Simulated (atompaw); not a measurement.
## Plane-wave convergence, PAW (atompaw) potential for Er (Z = 68)

```json
{"Element": "Er (Z = 68)", "Generator": "atompaw 4.2.0.5", "Type": "PAW", "Functional": "LDA (PW92)", "Relativity": "scalar-relativistic", "Frozen core": "[Kr] 4d10", "Valence charge": "22", "Reference configuration": "4f12 5s2 5p6 5d0 6s2 6p0", "Partial waves": "5s (bound): rc 1.35 bohr; 6s (bound): rc 2.50 bohr; 5p (bound): rc 2.20 bohr; 6p (bound, empty): rc 2.90 bohr; 5d (bound, empty): rc 2.90 bohr; 5d channel at 0.65 Ry: rc 2.90 bohr; 4f (bound): rc 0.85 bohr; 4f channel at 3.8 Ry: rc 0.85 bohr", "Local potential": "bessel scheme, radius 2.55 bohr", "Core correction": "smooth core density matched at 1.55 bohr", "Augmentation charge": "sinc compensation charge, radius 2.85 bohr; PAW radius 2.90 bohr; waves and projectors: custom polynom vanderbiltortho"}
```

The pseudo-atom Hamiltonian at the reference potential is diagonalised in spherical Bessel functions j_l(qr) that vanish at 20 bohr, with q² up to the cutoff. All-electron valence levels (Ry): 5s -3.8239, 6s -0.2930, 5p -1.9500, 6p -0.0869, 5d -0.0793, 4f -0.2470.

Question: How do the lowest levels (Ry) of each channel move with the cutoff, and are there ghosts?

Answer:

| cutoff (Ry) | s #1 | s #2 | p #1 | p #2 | p #3 | d #1 | d #2 | f #1 | f #2 | Σ f·Δε (mRy) |
| --- | --- | --- | --- | --- | --- | --- | --- | --- | --- | --- |
| 8 | -3.2730 | -0.2925 | -1.7799 | -0.0867 | 0.0504 | -0.0757 | 0.0582 | 0.0991 | 0.2098 | 6271.3 |
| 18 | -3.7142 | -0.2930 | -1.9490 | -0.0869 | 0.0504 | -0.0793 | 0.0577 | 0.0991 | 0.2097 | 4373.4 |
| 35 | -3.8223 | -0.2930 | -1.9500 | -0.0869 | 0.0504 | -0.0793 | 0.0577 | 0.0991 | 0.2096 | 4151.3 |
| 55 | -3.8233 | -0.2930 | -1.9500 | -0.0869 | 0.0504 | -0.0793 | 0.0577 | 0.0991 | 0.2096 | 4148.8 |
| 90 | -3.8238 | -0.2930 | -1.9500 | -0.0869 | 0.0504 | -0.0793 | 0.0577 | 0.0990 | 0.2089 | 4147.4 |
| 140 | -3.8239 | -0.2930 | -1.9500 | -0.0869 | 0.0504 | -0.0793 | 0.0577 | -0.2038 | 0.0992 | 513.1 |
| 230 | -3.8239 | -0.2930 | -1.9500 | -0.0869 | 0.0504 | -0.0793 | 0.0577 | -0.2408 | 0.0992 | 69.0 |
| 400 | -3.8239 | -0.2930 | -1.9500 | -0.0869 | 0.0504 | -0.0793 | 0.0577 | -0.2466 | 0.0992 | 0.0 |

Result: no extra level below or beside the all-electron valence levels (s, p, d, f tested); 10 mRy is reached at 300 Ry and 1 mRy at over 300 Ry.
